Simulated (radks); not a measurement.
Problem. All-electron atom: Ir3+ in [Xe] 4f14 5d6. Calculated with a radial shooting solver on a logarithmic mesh with Libxc functionals: scalar-relativistic Kohn-Sham, PBE, spin-unpolarised, spherical densities, point nucleus. Some entries of the table are withheld. Estimate them.

orbital  occ.  eigenvalue (Ry)  r(max) (bohr)
1s          2        -5598.448        0.01082
2s          2        -981.2759        0.06228
2p          6        -852.6678        0.05138
3s          2        -231.3062         0.1756
3p          6        -193.7077         0.1745
3d         10              (1)         0.1421
4s          2        -51.18536         0.3972
4p          6              (2)         0.4175
4d         10        -23.72498         0.4262
5s          2         -9.52280         0.8901
4f         14         -6.90683         0.3950
5p          6         -6.32453          1.002
5d          6         -2.71100          1.271

Solution. 
(1) 3d eigenvalue (Ry): -152.3613
(2) 4p eigenvalue (Ry): -38.85664
